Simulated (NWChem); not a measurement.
System: C₃H₃Cl; SMILES C(Cl)=C=C

All runs: NWChem. Medium grid unless said otherwise, to which SCAN and Minnesota functionals are sensitive. Structure relaxed at the PBE0/def2-SVP level. B3LYP is NWChem's, with the RPA form of VWN correlation. Total energies of different functionals are on different scales.

| level | energy (Ha) | highest occupied level (eV) | orbital gap (eV) | dipole (D) | relative time |
|---|---|---|---|---|---|
| B3LYP/def2-TZVP | -576.3295 | -7.13 | 6.12 | 1.63 | 1 |
| PBE/def2-TZVP | -575.9698 | -6.17 | 4.37 | 1.55 | 1 |
| Hartree-Fock/def2-TZVP | -574.8305 | -10.00 | 13.15 | 1.86 | 1 |
| PBE0/def2-TZVP | -576.0122 | -7.36 | 6.57 | 1.66 | 1 |
| CAM-B3LYP/def2-TZVP | -576.2535 | -8.67 | 9.05 | 1.69 | 6 |
| MN15-L/def2-TZVP | -576.1564 | -6.47 | 5.24 | 1.68 | 1 |
| M06/def2-TZVP | -576.1945 | -7.35 | 6.55 | 1.60 | 1 |
| MPW1K/def2-TZVP | -576.2896 | -8.24 | 8.16 | 1.73 | 1 |
| KT2/def2-TZVP | -581.8087 | -6.20 | 4.40 | 1.59 | 1 |
| RPBE/def2-TZVP | -576.2795 | -6.12 | 4.40 | 1.53 | 1 |

Relative times are rough (shared machine, one core).
